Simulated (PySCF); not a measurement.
C₂H₁₁FSi₃, SMILES F[SiH2][SiH2]CC[SiH3].

The structure is a stationary point at PBE0-D3(BJ)/def2-SVP. The structure was generated by enumeration, and PubChem lists no compound with its InChIKey, so it may never have been made. The values are those of a single conformer.

All values below come from PBE/def2-TZVP run with PySCF.

The molecule is in vacuum.

Computed frontier levels, gap, dipole moment:
The highest occupied level is -6.90 eV. The lowest empty level comes out as -1.48 eV and the orbital gap is 5.42 eV. The dipole moment is 1.64 D and the quadrupole, principal values (traceless, Buckingham form, about the centre of nuclear charge) is -7.11, 1.72, 5.39 D·Å.
